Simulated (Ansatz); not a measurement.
Species: MoCl, net charge 0, sextet state. The spin state was set by rule; other spins were not relaxed. SMILES: [Cl][Mo]
Structure (B3LYP-D3(BJ)/def2-TZVP (Ansatz, a first-principles code) minimum search):
```
Mo
Cl 1 2.2981
```
Charge 0, spin multiplicity 6.

Property: atomisation energy (electronic, to ground-state atoms), in kcal/mol. Cores are frozen in the correlated levels unless marked. Open shells are spin-unrestricted. Spin-orbit coupling is left out. Frozen are the shells of the preceding noble gas and the d and f shells that filled before the atom's block. Past Kr the def2 sets carry scalar-relativistic core potentials. The coupled-cluster limit lacks core correlation, which all-electron functionals hold. CBS marks a two-point X^-3 extrapolation of the correlation energy; Hartree-Fock from the larger set. [CCSD(T)-MP2]/basis is that difference in the basis named.

```tsv
level	program	atomisation energy (kcal/mol)
PBE0-D3(BJ)/def2-TZVPD	Ansatz + dftd3	87.6
HSE06-D3(BJ)/def2-TZVPD	Ansatz + dftd3	87.5
RI-MP2/def2-QZVPPD	Ansatz	89.5
SCS-MP2/def2-SVP	Ansatz	78.9
CCSD/CBS(def2-TZVPP,def2-QZVPP)	Ansatz	84.7
RI-MP2/CBS(def2-TZVPP,def2-QZVPP)+[CCSD(T)-MP2]/def2-QZVPP	Ansatz	88.4
CCSD(T)/CBS(def2-TZVPPD,def2-QZVPPD)	Ansatz	88.3
```
